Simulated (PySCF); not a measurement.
Job file and geometry (Å, from GFN2-xTB) of an NMR shielding run on SMILES C=CC[B@H-](O)[N+]#CC, C₅H₁₀BNO, PySCF 2.14.0, density-fitted response routines, GIAO PBE0/pcSseg-1 NMR shielding, non-relativistic, gas phase; density fitting, a coarse starting grid and PySCF grid level 2 are the driver's defaults:

```
$ OMP_NUM_THREADS=1 python probes_run.py task.json out

{"job": {"kind": "nmr", "xc": "PBE0", "basis": "pcSseg-1"}, "charge": 0, "multiplicity": 1}
C     -1.948061     1.606915    -0.471267
C     -1.977363     0.298622    -0.664648
C     -1.651663    -0.726692     0.357276
B     -0.237534    -1.503396     0.034006
O      0.276842    -2.337447     1.066735
N      0.836474    -0.337735    -0.103151
C      1.829223     0.235134    -0.085532
C      3.064126     0.952895    -0.086688
H     -1.714467     2.032796     0.492337
H     -2.165919     2.309772    -1.258685
H     -2.217312    -0.089560    -1.646739
H     -2.442124    -1.480142     0.375574
H     -1.613850    -0.261890     1.346554
H     -0.163573    -2.019715    -1.034300
H     -0.030367    -2.072469     1.932974
H      3.836473     0.337924     0.375404
H      3.351874     1.178570    -1.113264
H      2.958463     1.882735     0.471755
```

Problem. Write the output of this run.

Solution. 
```
coarse grid: 14864 points
cycle   1  E = -350.6963823346  dE =  1.028e+00  |g| = 8.447e-01  |ddm| = 3.667e+00
cycle   2  E = -350.3083404495  dE =  3.880e-01  |g| = 1.589e+00  |ddm| = 2.303e+00
cycle   3  E = -350.8465186582  dE = -5.382e-01  |g| = 2.277e-01  |ddm| = 1.714e+00
cycle   4  E = -350.8560059343  dE = -9.487e-03  |g| = 1.201e-01  |ddm| = 2.084e-01
cycle   5  E = -350.8583867748  dE = -2.381e-03  |g| = 5.507e-02  |ddm| = 9.863e-02
cycle   6  E = -350.8590201571  dE = -6.334e-04  |g| = 6.813e-03  |ddm| = 4.189e-02
cycle   7  E = -350.8590308303  dE = -1.067e-05  |g| = 1.906e-03  |ddm| = 7.415e-03
cycle   8  E = -350.8590316828  dE = -8.525e-07  |g| = 4.385e-04  |ddm| = 2.262e-03
final grid: 143168 points
cycle   9  E = -350.9125057396  dE = -4.828e-05  |g| = 8.495e-03  |ddm| = 3.218e-02
cycle  10  E = -350.9124992603  dE =  6.479e-06  |g| = 1.033e-02  |ddm| = 1.506e-02
cycle  11  E = -350.9125227930  dE = -2.353e-05  |g| = 1.793e-03  |ddm| = 9.168e-03
cycle  12  E = -350.9125234007  dE = -6.077e-07  |g| = 4.163e-04  |ddm| = 1.376e-03
cycle  13  E = -350.9125234260  dE = -2.528e-08  |g| = 2.512e-04  |ddm| = 3.991e-04
cycle  14  E = -350.9125234387  dE = -1.266e-08  |g| = 4.531e-05  |ddm| = 1.734e-04
cycle  15  E = -350.9125234391  dE = -4.424e-10  |g| = 1.400e-05  |ddm| = 4.386e-05
converged SCF energy = -350.9125234391

GIAO shielding tensors (ppm)
atom      isotropic    diamagn.    paramagn.     s11        s22        s33       span
  0 C       74.773     256.290    -181.518    -32.514    102.143    154.690    187.205
  1 C       33.900     257.803    -223.903    -93.477     32.090    163.086    256.563
  2 C      149.644     253.239    -103.595    123.275    149.166    176.492     53.217
  3 B      107.644     188.988     -81.344     94.785    107.791    120.357     25.572
  4 O      274.972     385.137    -110.165    253.570    268.699    302.648     49.078
  5 N       18.182     338.389    -320.207   -142.215   -140.226    336.988    479.203
  6 C       62.441     273.010    -210.569    -29.850    -22.550    239.724    269.575
  7 C      185.493     249.551     -64.057    177.345    178.368    200.767     23.422
  8 H       26.804      33.945      -7.141     23.483     26.456     30.474      6.992
  9 H       26.950      30.821      -3.872     23.921     26.042     30.885      6.965
 10 H       25.379      32.267      -6.888     22.784     25.418     27.935      5.151
 11 H       29.955      30.538      -0.583     26.573     28.683     34.609      8.037
 12 H       30.914      34.771      -3.857     28.583     30.822     33.338      4.755
 13 H       28.477      31.193      -2.716     26.833     28.040     30.558      3.724
 14 H       31.297      32.551      -1.253     24.630     28.673     40.589     15.959
 15 H       29.325      26.212       3.113     24.453     27.226     36.295     11.842
 16 H       29.336      27.244       2.092     24.477     27.173     36.357     11.880
 17 H       29.412      28.631       0.781     24.289     27.562     36.385     12.096
```

Size and cost of the density-fitted run: 186 basis functions, 69 s wall time on 1 thread of an Arm Neoverse V1, shared host; peak memory 0.83 GiB.
